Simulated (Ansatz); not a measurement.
Reaction (SMILES): BO (H3BO) [borinic acid] -> B[O] + H atom (the H-O bond at the site shown breaks; other sites are not compared here)
Each molecule is optimised on its own at B3LYP-D3(BJ)/def2-TZVP (Ansatz, a program for electronic structure), one conformer each, not searched for the lowest. Frequencies are from Ansatz.

Quantity: bond dissociation energy (0 K, with B3LYP-D3(BJ) harmonic zero-point energies), in kcal/mol. Correlated levels leave the core frozen unless marked. UHF or UKS for open shells. Spin-orbit coupling is left out. Non-relativistic unless marked X2C. Basis-set limits of correlation are two-point, X^-3; Hartree-Fock from the larger set.

```
level                            program  bond dissociation energy (kcal/mol)
------------------------  --------------  -----------------------------------
HF/aug-cc-pVTZ                    Ansatz                                 71.8
revPBE-D3(BJ)/def2-TZVPD  Ansatz + dftd3                                 87.9
```

Predict the CCSD(T)/CBS(aug-cc-pVTZ,aug-cc-pVQZ) result (Ansatz).

100.6 kcal/mol, so revPBE-D3(BJ)/def2-TZVPD differs from it by -12.7 kcal/mol.
